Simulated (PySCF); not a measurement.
**Stationary points of MoSF₄**

Level of theory: PySCF, B3LYP, basis Mo def2-SVP with ECP28, S def2-SVP, F def2-SVP (scalar-relativistic core potentials, no spin–orbit coupling, density fitting).

Relaxations began from a few typed shapes. The search is not exhaustive: other isomers or separated fragments can lie lower, and high-lying points may rest on an excited occupation.

Question: Which is the lowest minimum found?
A. singlet C4v: Mo–F 1.846 Å (×4), Mo–S 2.083 Å; F–Mo–F 86.1° (×4), F–Mo–F 149.7° (×2), F–Mo–S 105.2° (×4)
B. singlet C4v: Mo–F 1.846 Å (×4), Mo–S 2.083 Å; F–Mo–F 86.1° (×4), F–Mo–F 149.7° (×2), F–Mo–S 105.1° (×4)
C. singlet C3v: Mo–F 1.826 Å (×3), Mo–F 1.907 Å, Mo–S 2.133 Å; F–Mo–F 84.8° (×3), F–Mo–F 119.2° (×3), F–Mo–S 95.2° (×3), F–Mo–S 180.0°

Answer: B. The others lie at 0.2 (singlet C4v), 91.6 (singlet C3v) kJ/mol above it.

Formally Mo is in oxidation state +6, d0. The polar-tensor charge on Mo, 2.62, is far below the formal one.

For the lowest minimum: stability towards spin polarisation was not tested.
